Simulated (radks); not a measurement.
Task: The gallium ion Ga2+, [Ar] 3d10 4s1. Method: non-relativistic Kohn-Sham, LDA (Slater exchange, Perdew-Wang correlation), spin-polarised, spherical densities, point nucleus; computed with a radial shooting solver on a logarithmic mesh with Libxc functionals. Every spin shell is full or empty, so the densities are truly spherical. Functionals are evaluated on that one density, not self-consistently. Rank these exchange functionals by their error against the exact value of the orbitals, and give that value: LDA, B88, PBE, PBEsol, revPBE, RPBE, PW91, PW86, B86b, G96, TASK, MVS.

Result: Exact: -72.9235 hartree. From best to worst, with 100 (|E| - |E exact|)/|E exact| (equal figures are ties): revPBE +0.03, RPBE +0.11, MVS +0.16, PBE -0.19, PW91 +0.24, B88 +0.30, B86b +0.31, PW86 +0.36, G96 +0.54, TASK -2.43, PBEsol -2.44, LDA -5.69.
